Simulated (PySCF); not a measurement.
**Functional dependence of a UV spectrum**

CH₄F₂Ge.
Cartesian coordinates in Å at the PBE0-D3(BJ)/def2-SVP level; atoms count from 1:
```
atom  x, y, z in Å
F1    -1.7182    1.2549   -0.8216
C2    -1.3220    0.2311   -0.0256
F3    -1.7578   -0.9282   -0.5787
Ge4    0.6636    0.2002    0.0816
H5    -1.8216    0.3495    0.9535
H6     1.0894   -0.9735    0.9769
H7     1.1525    1.5291    0.6773
H8     1.2023    0.0162   -1.3427
```

Linear-response calculations in the def2-SVPD basis (PySCF; singlets by full response, triplets Tamm–Dancoff, core orbitals frozen in the response; HF means time-dependent Hartree–Fock). 'Strongest' is the level of largest summed f among the singlets computed (10 roots, of which the last may lack a degenerate partner); it can jump between rows when another state enters that window. S1 is the lowest singlet of each run and needn't be the same state throughout; f(S1) is that of one state. Isolated species at its PBE0-D3(BJ)/def2-SVP geometry, gas phase. The LDA/def2-SVPD calculation is non-relativistic and has no spin–orbit coupling, an omission that weighs most on germanium.

| functional | kind | S1 (eV) | f(S1) | strongest (eV) | T1 (eV) | HOMO (eV) | gap (eV) | ionisation energy, ΔSCF (eV) |
| --- | --- | --- | --- | --- | --- | --- | --- | --- |
| LDA | LDA | 6.75 | 0.003 | 7.39 | 6.47 | -7.26 | 6.62 | 10.72 |
| B3LYP | global hybrid, 20% exact exchange | 7.43 | 0.009 | 8.04 | 7.00 | -8.42 | 8.36 | 10.97 |
| PBE0 | global hybrid, 25% exact exchange | 7.65 | 0.018 | 8.26 | 7.09 | -8.62 | 8.85 | 10.94 |
| BHandHLYP | global hybrid, 50% exact exchange | 8.29 | 0.050 | 8.95 | 7.58 | -10.06 | 10.80 | 11.23 |
| CAM-B3LYP | range-separated hybrid | 7.86 | 0.029 | 8.58 | 7.31 | -10.06 | 10.92 | 11.12 |
| wB97X-D | range-separated hybrid | 8.07 | 0.037 | 8.74 | 7.54 | -10.51 | 12.28 | 11.03 |
| LC-wPBE | range-separated hybrid | 8.37 | 0.061 | 9.23 | 7.61 | -11.33 | 13.16 | 11.16 |
| HF | Hartree–Fock | 9.35 | 0.146 | 10.23 | 8.17 | -12.24 | 14.32 | not settled |

Question: What does PBE (GGA) give?

Answer: S1 (eV) 6.75, f(S1) 0.002, strongest (eV) 7.23, T1 (eV) 6.45, HOMO (eV) -7.13, gap (eV) 6.65, ionisation energy, ΔSCF (eV) 10.55. S1 runs from 6.75 eV (PBE) to 9.35 eV (HF), a spread of 2.60 eV, while the orbital gap spreads over 7.7 eV. Along PBE (0%), B3LYP (20%), PBE0 (25%), BHandHLYP (50%), HF (100%) S1 rises with the share of exact exchange. −ε(HOMO) comes closest to its own ΔSCF ionisation energy with LC-wPBE (+0.17 eV) and misses most with LDA (-3.46 eV). 'Not settled' means that the ion's SCF failed to converge or may have ended in another state than the lowest.

Without π bonds the low states are Rydberg-like; a valence basis with one diffuse set may place them up to an eV too high.
